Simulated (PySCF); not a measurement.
Orbital picture of CdS

PBE at R = 2.245 Å; PySCF, spin-free X2C with a Gaussian nucleus, basis sets Cd x2c-TZVPPall, S x2c-TZVPPall. State: ¹Σ⁺ (singlet), closed shell. Only the outer orbitals are listed, counted within each symmetry.

```json
{"orbital": "6π", "occ.": "2", "ε (eV)": "-13.74", "on Cd (%)": "99", "main shells (%)": "99 Cd d"}
{"orbital": "6π", "occ.": "2", "ε (eV)": "-13.74", "on Cd (%)": "99", "main shells (%)": "99 Cd d"}
{"orbital": "2δ", "occ.": "2", "ε (eV)": "-13.53", "on Cd (%)": "100", "main shells (%)": "100 Cd d"}
{"orbital": "2δ", "occ.": "2", "ε (eV)": "-13.53", "on Cd (%)": "100", "main shells (%)": "100 Cd d"}
{"orbital": "13σ", "occ.": "2", "ε (eV)": "-13.38", "on Cd (%)": "75", "main shells (%)": "73 Cd d, 23 S s"}
{"orbital": "14σ", "occ.": "2", "ε (eV)": "-7.68", "on Cd (%)": "56", "main shells (%)": "53 Cd s, 41 S p"}
{"orbital": "7π", "occ.": "2", "ε (eV)": "-5.22", "on Cd (%)": "11", "main shells (%)": "89 S p, 10 Cd p"}
{"orbital": "7π", "occ.": "2", "ε (eV)": "-5.22", "on Cd (%)": "11", "main shells (%)": "89 S p, 10 Cd p"}
{"orbital": "15σ", "occ.": "0", "ε (eV)": "-4.84", "on Cd (%)": "63", "main shells (%)": "37 S p, 37 Cd s, 25 Cd p"}
{"orbital": "8π", "occ.": "0", "ε (eV)": "-1.37", "on Cd (%)": "91", "main shells (%)": "87 Cd p"}
{"orbital": "8π", "occ.": "0", "ε (eV)": "-1.37", "on Cd (%)": "91", "main shells (%)": "87 Cd p"}
```

Task: Which are the highest filled and the lowest empty level, where do they sit, and how wide is the gap?

Result: Highest filled 7π at -5.22 eV (in %: 89 S p, 10 Cd p); lowest empty 15σ at -4.84 eV (in %: 37 S p, 37 Cd s, 25 Cd p); the gap at PBE is 0.38 eV.

| Item | Value |
| --- | --- |
| bond order (Mayer) | 1.86 |
| ⟨S²⟩ | 0.000 |
| charge on Cd (Mulliken, basis-dependent) | 0.42 |
| charge on Cd (Löwdin, basis-dependent) | 0.08 |
| dipole moment (positive dipole means Cd(−)S(+)) | -5.27 D |
| polarisability along the bond | 85.2 bohr³ |
| polarisability across the bond | 50.0 bohr³ |
